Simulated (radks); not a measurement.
The numbers below are computed, except where a source is named.
All-electron atom: Xe24+ in [Ar] 3d10 4s2.

Level of theory: Dirac Kohn-Sham, PBEsol, spin-unpolarised, spherical densities, finite nucleus; Fermi nuclear charge, rms radius 4.7859 fm (a radial shooting solver on a logarithmic mesh with Libxc functionals).

Energy parts (hartree):
total: -7178.79615
kinetic: 7640.32546
electron-nucleus: -16584.98804
Hartree: 1924.08349
exchange-correlation: -158.21706

Orbitals (lengths in bohr, moments of r in powers of bohr; r(max) is where P^2 peaks):
orbital  occ.  eigenvalue (hartree)  <1/r>   r(max)      <r^4>      <r>
1s1/2       2             -1289.760  58.09  0.01716  2.436e-06  0.02666
2s1/2       2             -223.8536  13.61  0.09705  0.0004081   0.1140
2p1/2       2             -212.1644  13.59  0.07431  0.0002592  0.09604
2p3/2       4             -200.1959  12.49  0.07918  0.0003131   0.1018
3s1/2       2             -66.14417  4.935   0.2771    0.01631   0.3019
3p1/2       2             -61.29957  4.853   0.2632    0.01523   0.2912
3p3/2       4             -58.94572  4.583   0.2737    0.01747   0.3022
3d3/2       4             -50.50889  4.450   0.2205    0.01331   0.2713
3d5/2       6             -50.00108  4.381   0.2234    0.01388   0.2747
4s1/2       2             -29.65603  2.296   0.6140     0.2758   0.6301

The highest occupied level is 4s1/2 at -806.98 eV. The density falls to 0.001 e/bohr^3 at r = 1.37 bohr. For comparison, the ionisation energy in NIST's Atomic Spectra Database is 818 eV (theoretical). In exact Kohn-Sham theory the highest level is minus the ionisation energy, but local and semilocal functionals leave it too shallow, through self-interaction and a potential that decays too fast; potentials with the right tail come closer. The electron density at the nucleus is 2.718e+05 e/bohr^3.
